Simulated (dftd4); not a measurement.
C4H12O3Si, triplet, at the geometry of the source list (a higher spin typed on purpose: for a closed-shell molecule this is an excited state); D4 for blyp (dftd4 4.2.0).

Here is a job for dftd4.
```
$ dftd4 mol.xyz --func blyp --charge 0 --json dftd4.json --noedisp --property

# file mol.xyz
20

C     -2.36020000    -1.27880000    -0.52230000
O     -1.50130000    -0.18120000    -0.65810000
Si    -0.00020000    -0.00160000    -0.06600000
C      0.00500000     0.04540000     1.84420000
O      0.60510000     1.36420000    -0.70190000
C      0.08180000     2.66080000    -0.62600000
O      0.89080000    -1.23220000    -0.63870000
C      2.27380000    -1.42340000    -0.53130000
H     -1.89410000    -2.17990000    -0.92450000
H     -2.61030000    -1.44680000     0.52810000
H     -3.27190000    -1.05500000    -1.07920000
H     -0.66120000     0.81350000     2.22740000
H      0.99650000     0.25380000     2.23670000
H     -0.31710000    -0.90150000     2.26870000
H     -0.92450000     2.69130000    -1.04710000
H      0.74110000     3.31650000    -1.19770000
H      0.04330000     3.00240000     0.41130000
H      2.81060000    -0.58400000    -0.97650000
H      2.52180000    -2.34380000    -1.06310000
H      2.57090000    -1.51980000     0.51590000
```

### Question
Write the output that dftd4 gives for this input, abridged.

### Answer

```
                    ____  _____ _____     ____  _  _
      -------------|  _ \|  ___|_   _|---|  _ \| || |------------
     |             | | | | |_    | | ___ | | | | || |_           |
     |             | |_| |  _|   | ||___|| |_| |__   _|          |
     |             |____/|_|     |_|     |____/   |_|            |
     |             ===================================           |
     |            E. Caldeweyher, S. Ehlert & S. Grimme          |
     |          Mulliken Center for Theoretical Chemistry        |
     |                    University of Bonn                     |
      -----------------------------------------------------------

Rational (Becke-Johnson) damping: blyp-D4-ATM
---------------------
  s6         1.0000
  s8         2.3408
  s9         1.0000
  a1         0.4449
  a2         4.0933
 alp        16.0000
--------------------

Atomic data, radii in Ångström:
------------------------------------------------------
   Z          R(cov)      r4/r2   hardness         EN
------------------------------------------------------
   6 C        1.0000     1.6431     0.4220     2.5500
   8 O        0.8400     1.3725     0.5869     3.4400
  14 Si       1.3867     2.5839     0.3054     1.9000
   1 H        0.4267     1.0622     0.4726     2.2000
------------------------------------------------------

Atomic reference systems (in atomic units):
----------------------------------------------------------------------------
   Z        #      CN     q+Z       C6(AA)   #      CN     q+Z       C6(AA)
----------------------------------------------------------------------------
   6 C      1  0.0000  6.0000      49.3833   2  0.9189  5.8288      52.1688
            3  1.9079  5.8579      35.6972   4  2.8312  5.7775      35.8445
            5  3.7487  5.7435      28.6317   6  2.9183  5.8956      32.2504
            7  0.8556  6.2103      25.6194
   8 O      1  0.0000  8.0000      15.5711   2  0.8042  7.6453      20.8489
            3  1.6112  7.4012      24.8631   4  0.9798  8.0000      14.9880
  14 Si     1  0.0000 14.0000     321.4498   2  0.8915 14.0165     270.4983
            3  1.8234 13.9936     236.2774   4  2.8003 13.9692     228.3542
            5  3.6668 13.9341     158.2713
   1 H      1  0.0000  1.0000       7.6362   2  0.8942  1.0000       3.0374
----------------------------------------------------------------------------

Atomic properties (in atomic units):
----------------------------------------------------------------------------
     #    Z              CN          q      C6(AA)        C8(AA)   alpha(0)
----------------------------------------------------------------------------
     1    6 C        3.6842    -0.1017     25.3066      731.9111     7.2848
     2    8 O        1.6206    -0.3643     20.0348      404.3128     6.0535
     3   14 Si       3.3639     0.4249    151.2551    10818.7733    23.6003
     4    6 C        3.6478    -0.2594     29.1619      843.4130     7.8436
     5    8 O        1.6206    -0.3643     20.0348      404.3126     6.0535
     6    6 C        3.6842    -0.1016     25.3063      731.9033     7.2847
     7    8 O        1.6206    -0.3643     20.0347      404.3110     6.0535
     8    6 C        3.6842    -0.1016     25.3065      731.9074     7.2847
     9    1 H        0.9244     0.1118      1.6809       20.3199     2.0275
    10    1 H        0.9242     0.0953      1.8284       22.1028     2.1146
    11    1 H        0.9243     0.1054      1.7362       20.9874     2.0606
    12    1 H        0.9249     0.0982      1.8014       21.7754     2.0989
    13    1 H        0.9249     0.0982      1.8013       21.7751     2.0988
    14    1 H        0.9249     0.0982      1.8013       21.7750     2.0988
    15    1 H        0.9244     0.1118      1.6809       20.3199     2.0275
    16    1 H        0.9243     0.1054      1.7362       20.9876     2.0606
    17    1 H        0.9242     0.0953      1.8285       22.1030     2.1146
    18    1 H        0.9244     0.1118      1.6809       20.3197     2.0275
    19    1 H        0.9243     0.1054      1.7362       20.9877     2.0606
    20    1 H        0.9242     0.0953      1.8284       22.1029     2.1146
----------------------------------------------------------------------------

Molecular properties (in atomic units):
----------------------------------------
 molecular C6                3804.1986
 molecular C8              106828.5234
----------------------------------------

Dispersion energy:      -3.6345573029894E-02 Eh

[Info] JSON dump of results written to 'dftd4.json'
```
